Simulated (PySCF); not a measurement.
# Vertical excitation energies

Species: C2H6SSi.
InChI=1S/C2H6SSi/c1-2-3-4/h2H,1H2,4H3

Computed, not measured: TDDFT CAM-B3LYP/def2-SVPD, vertical, gas phase, core orbitals frozen in the response (PySCF). Geometry: PBE0-D3(BJ)/def2-SVP, one conformer, isolated molecule. Torsions of this conformer, `[CH2:1]=[CH:2][S:3][SiH3:4]`: C1–C2–S3–Si4 0°.

**Question.** Predict the UV-vis stick spectrum at this level.

**Answer.** 

| state | E (eV) | E (hartree) | f | symmetry | main configurations (H = HOMO, L = LUMO) |
| --- | --- | --- | --- | --- | --- |
| S1 | 5.53 | 0.2031 | 0.0053 | A″ | H→L (74%), H→L+3 (13%) |
| S2 | 5.90 | 0.2167 | 0.219 | A′ | H→L+1 (96%) |
| S3 | 6.07 | 0.2232 | 0.0045 | A″ | H→L+2 (55%), H→L+3 (27%), H→L (8%) |
| S4 | 6.41 | 0.2357 | 0.0037 | A″ | H→L+3 (46%), H→L+2 (38%) |
| S5 | 6.99 | 0.2569 | 0.0024 | A″ | H→L+4 (53%), H→L+5 (41%) |
| S6 | 7.04 | 0.2586 | 0.0003 | – | H→L+7 (38%), H→L+5 (31%), H→L+4 (13%) |
| S7 | 7.34 | 0.2698 | 0.011 | A′ | H→L+6 (57%), H→L+8 (29%), H-1→L (9%) |
| S8 | 7.42 | 0.2726 | 0.031 | A″ | H→L+7 (38%), H→L+4 (28%), H→L+5 (23%) |
| S9 | 7.61 | 0.2795 | 0.041 | A′ | H→L+8 (63%), H→L+6 (34%) |
| S10 | 7.62 | 0.2800 | 0.0004 | – | H-1→L+1 (95%) |

Triplets (Tamm–Dancoff): T1 3.90 eV, H→L+1 (82%), H-2→L+1 (11%); T2 5.24 eV, H→L (68%), H→L+3 (13%), H→L+7 (10%); T3 5.75 eV, H→L+3 (34%), H→L+2 (30%), H→L (16%); T4 6.25 eV, H→L+2 (61%), H→L+3 (25%).

The lowest singlet lies at 5.53 eV (224 nm, ultraviolet) and is weak; its leading configuration is HOMO→LUMO (74%). The most intense listed level is S2 at 5.90 eV (210 nm, f = 0.219), 0.37 eV above S1. Löwdin shares by element: HOMO sulfur 47%, carbon 40%, silicon 6%; LUMO silicon 32%, sulfur 32%, hydrogen 23% or more. Of the 10 states listed, 4 reach f = 0.01 and 2 stay under 0.0005. Orbital energies (eV): HOMO-3 -11.30, HOMO-2 -10.58, HOMO-1 -10.33, HOMO -7.95, LUMO 0.82, LUMO+1 0.88, LUMO+2 1.16. The listed states span 2.10 eV, and the widest gap between neighbours is 0.58 eV (S4 to S5). The vertical ionisation energy (ΔSCF) is 8.76 eV, 1.14 eV above S10. Symmetry labels in Cs follow from the direction of the transition dipole and are given only for states with f of 0.002 or more. The window holds the lowest 10 singlets.
